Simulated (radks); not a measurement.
Results of a calculation; reference values are marked as such.
Species: Er3+. Configuration: [Xe] 4f11 (the NIST ground configuration).

Level of theory: scalar-relativistic Kohn-Sham, PBE, spin-unpolarised, spherical densities, point nucleus (a radial shooting solver on a logarithmic mesh with Libxc functionals).

Energy parts (hartree):
total: -13084.7314
kinetic: 14188.3223
electron-nucleus: -32036.9300
Hartree: 5040.4749
exchange-correlation: -276.5986

Orbitals (lengths in bohr, moments of r in powers of bohr; r(90%) holds 90 % of the orbital's charge):
| orbital | occ. | eigenvalue (hartree) | r(90%) |
|---|---|---|---|
| 1s | 2 | -2109.776 | 0.0369 |
| 2s | 2 | -355.4501 | 0.134 |
| 2p | 6 | -314.4909 | 0.125 |
| 3s | 2 | -80.61212 | 0.330 |
| 3p | 6 | -68.15532 | 0.336 |
| 3d | 10 | -52.57366 | 0.317 |
| 4s | 2 | -16.88969 | 0.729 |
| 4p | 6 | -12.78961 | 0.783 |
| 4d | 10 | -7.29915 | 0.875 |
| 5s | 2 | -3.01305 | 1.77 |
| 5p | 6 | -2.03498 | 2.09 |
| 4f | 11 | -1.30239 | 1.31 |

The highest occupied level is 4f at -35.440 eV. Summed over all electrons, <r^2> = 33.25 bohr^2, which gives a Langevin (diamagnetic) susceptibility term of -26.3 x 10^-6 cm^3/mol. The density falls to 0.001 e/bohr^3 at r = 3.13 bohr.

Run on one thread of a shared host, so times are rough (Arm Neoverse V2): 0.14 s of CPU time, 0.14 s wall, 15 iterations on 2501 mesh points.
